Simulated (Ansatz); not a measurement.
Gas-phase electronic energies from Ansatz, PBE0-D4/def2-TZVP geometries. CCSD(T)/CBS is the MP2 limit (def2-TZVPP, def2-QZVPP) plus CCSD(T) − MP2 in def2-TZVPP, frozen cores. Double bonds are as drawn, so ΔE can hold a change between cis and trans. DFT in def2-TZVPP. For Br outer-core shells are correlated without core-valence functions, which leaves a few kJ/mol of doubt a bond. Scalar relativity is left out up to krypton. Each species was taken in one conformer, which may not be the lowest.

Reaction (formal exchange of groups at the Si–C bond): `O/C([SiH3])=C/[SiH3]` + `OC(Cl)Br` → `OC([SiH3])Br` + `O/C(Cl)=C/[SiH3]`

`O/C([SiH3])=C/[SiH3]`:

Z-matrix (Å, degrees):
```
Si
C 1 1.884
H 1 1.483 2 108.3
H 1 1.484 2 109.6 3 120.0
H 1 1.484 2 109.5 3 -120.0
C 2 1.340 1 125.2 3 0.0
O 2 1.359 1 111.2 3 -180.0
Si 6 1.857 2 127.3 1 0.0
H 6 1.094 2 117.0 1 -180.0
H 7 0.966 2 109.4 1 180.0
H 8 1.488 6 112.6 2 61.1
H 8 1.488 6 112.6 2 -61.1
H 8 1.487 6 107.2 2 180.0
```

`OC(Cl)Br`:

Cartesian coordinates in Å:
```
O 0.528 -0.985 -0.352
C -0.034 0.038 0.323
Cl -1.794 0.148 0.075
Br 0.782 1.770 -0.133
H 0.376 -0.872 -1.298
H 0.142 -0.099 1.385
```

`OC([SiH3])Br`:

Z-matrix (Å, degrees):
```
C
Si 1 1.898
Br 1 2.004 2 105.9
O 1 1.373 2 110.6 3 -121.3
H 1 1.093 2 113.1 3 110.4
H 2 1.481 1 108.8 3 61.0
H 2 1.482 1 107.9 3 -59.8
H 2 1.487 1 108.6 3 -178.8
H 4 0.963 1 109.9 2 -175.1
```

`O/C(Cl)=C/[SiH3]`:

```xyz
10

O    -1.892    0.572    1.451
C    -0.867    0.533    0.590
Cl   -0.508    2.071   -0.135
C    -0.173   -0.561    0.300
Si    1.246   -0.629   -0.886
H    -2.243    1.466    1.505
H    -0.496   -1.459    0.820
H     1.748   -2.027   -0.921
H     2.355    0.268   -0.465
H     0.831   -0.235   -2.259
```

Is it downhill or uphill in electronic energy at CCSD(T)/CBS, and by how much? (An estimate is asked.)

Computed: Downhill: ΔE = -1.1 kcal/mol.

What do these levels give: r2SCAN-D4, PBE0-D4, ωB97M-V, B2PLYP, PBE, r2SCAN, PBE0, SCS-MP2/def2-TZVPP, CCSD(T)/def2-TZVPP, MP2/def2-QZVPP, HF/CBS(def2), MP2/CBS(def2)? (An estimate is asked.)

Computed: r2SCAN-D4 -1.5, PBE0-D4 -1.2, ωB97M-V -1.3, B2PLYP -1.2, PBE -1.2, r2SCAN -1.6, PBE0 -1.5, SCS-MP2/def2-TZVPP -1.2, CCSD(T)/def2-TZVPP -1.0, MP2/def2-QZVPP -1.5, HF/CBS(def2) -1.4, MP2/CBS(def2) -1.6 kcal/mol.

Largest T1 diagnostic among the species: 0.013.
